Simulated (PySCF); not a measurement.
A run for PySCF: R-HF/STO-3G on H4 chain, a point of a bond scan (R = 0.800 Å).

```python
from pyscf import gto, scf, dft, mp
from pyscf.data.elements import chemcore

mol = gto.M(
    atom='''
    H     0.00000000    0.00000000    0.00000000
    H     0.00000000    0.00000000    0.80000000
    H     0.00000000    0.00000000    1.60000000
    H     0.00000000    0.00000000    2.40000000
    ''',
    basis='sto-3g',
    charge=0, spin=0, verbose=3, max_memory=1800)
mf = scf.RHF(mol)
mf.conv_tol = 1e-8
mf.max_cycle = 100
mf.kernel()
if not mf.converged:
    mf = mf.newton().run(mf.mo_coeff, mf.mo_occ)
```

Program output:

```
converged SCF energy = -2.12138675587022
```

The calculation finished and met its thresholds.

Cost: roughly 0.11 core-seconds.
